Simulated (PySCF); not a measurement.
1-ethynylcyclopropane-1-carbaldehyde (C₆H₆O), SMILES C#CC1(C=O)CC1.

Geometry: PBE-D3(BJ)/def2-SVP. The values are those of a single conformer.

Method: PBE-D3(BJ)/def2-SVP (PySCF 2.14.0).

Frequencies are harmonic and unscaled.

Computed normal modes with their intensities:
```tsv
mode	ν (cm⁻¹)	IR (km/mol)	moving atoms (share of kinetic energy)
1	109	9.2	O 37 %, C 33 %, H 30 %
2	145	0.3	C 68 %, H 17 %, O 15 %
3	197	2.3	C 70 %, H 30 %
4	254	6.5	C 48 %, O 36 %, H 17 %
5	295	2.7	C 56 %, H 43 %
6	501	23.6	C 88 %, H 11 %
7	512	0.5	C 88 %, H 12 %
8	533	1.1	C 60 %, O 34 %
9	605	41.9	H 81 %, C 19 %
10	670	31.8	H 78 %, C 22 %
11	720	12.7	C 74 %, H 21 %
12	769	0.8	H 94 %
13	777	0.9	C 89 %, H 10 %
14	897	33.1	H 63 %, C 36 %
15	924	0.3	H 77 %, C 23 %
16	996	0.1	H 59 %, C 38 %
17	1012	32.9	C 57 %, H 43 %
18	1022	59.6	H 54 %, C 45 %
19	1045	3.5	H 69 %, C 30 %
20	1151	0.0	H 75 %, C 25 %
21	1230	13.5	C 68 %, H 31 %
22	1272	25.7	C 65 %, H 35 %
23	1358	3.2	H 73 %, C 20 %
24	1361	7.6	H 92 %, C 8 %
25	1416	7.3	H 59 %, C 40 %
26	1771	167.0	C 60 %, O 37 %
27	2163	17.6	C 91 %, H 9 %
28	2839	92.0	H 92 %
29	3069	1.8	H 95 %
30	3070	4.2	H 96 %
31	3175	0.0	H 89 %, C 11 %
32	3184	0.4	H 89 %, C 11 %
33	3408	90.1	H 86 %, C 14 %
```
